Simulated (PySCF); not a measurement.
Z-matrix (Å, degrees):
```
Ga
H 1 1.5871
H 1 1.5871 2 120.31
```
Charge 0, spin multiplicity 2.

Task: Predict the highest occupied spin orbital, dipole moment and total energy from r2SCAN-D4/def2-TZVP (PySCF).

Result: 
- highest occupied spin orbital = -4.96 eV
- dipole moment = 0.25 D
- total energy = -1925.9739 Ha
